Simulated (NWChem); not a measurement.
System: SnHOBrF2; SMILES [OH][Sn]([F])([F])[Br]

Computed with NWChem. Structure relaxed at the PBE0/def2-SVP level. Not confirmed as a minimum by frequencies. def2 effective core potentials on Sn; no spin-orbit coupling. One conformer.

Diagonal of the polarisability tensor at B3LYP/def2-SVPD, static: 57.32, 75.56, 53.22 bohr³.

Q: Find the mean polarisability volume, the molar refraction, and the refractive index that an ideal gas of it would have at 273.15 K and 1 atm.

A: 
1. Mean: one third of the trace = 62.03 bohr³ × 0.14818 Å³/bohr³ = 9.19 Å³.
2. Molar refraction (Lorentz-Lorenz): (4π/3) N_A α = 23.2 cm³/mol.
3. Number density p/kT = 2.687 × 10⁻⁵ Å⁻³; n − 1 = 2π N α = 15.52 × 10⁻⁴.
4. These hold the electronic response alone: vibrational and orientational terms add to the static dielectric constant.
